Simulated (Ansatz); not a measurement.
Consider the redistribution: `O[SiH](F)O[SiH2]F` + `BN[SiH3]` → `O[SiH](F)N[SiH3]` + `BO[SiH2]F`.

Program: Ansatz. Geometries: PBE0-D4/def2-TZVP. ΔE: electronic, gas phase. CCSD(T)/CBS adds triple-zeta CCSD(T) − MP2 to the extrapolated MP2 energy (def2 sets, frozen cores). DFT in def2-TZVPP. B3LYP here is the variant with VWN-RPA as its local correlation; programs differ in this. Each species was taken in one conformer, which may not be the lowest.

Q: Is it downhill or uphill in electronic energy at CCSD(T)/CBS, and by how much? (Estimate.)

A: The calculation gave: Uphill: ΔE = +60.0 kJ/mol.

Q: What do these levels give: PBE-D4, r2SCAN-D4, B2PLYP, PBE, r2SCAN, B3LYP, MP2/def2-TZVPP, CCSD(T)/def2-TZVPP, HF/def2-QZVPP, SCS-MP2/def2-QZVPP, MP2/CBS(def2), CCSD/CBS(def2)? (An estimate is asked.)

A: Computed: PBE-D4 59.2, r2SCAN-D4 60.7, B2PLYP 61.6, PBE 60.0, r2SCAN 60.8, B3LYP 62.4, MP2/def2-TZVPP 60.3, CCSD(T)/def2-TZVPP 60.5, HF/def2-QZVPP 62.1, SCS-MP2/def2-QZVPP 60.1, MP2/CBS(def2) 59.8, CCSD/CBS(def2) 60.4 kJ/mol.

Largest T1 diagnostic among the species: 0.013.
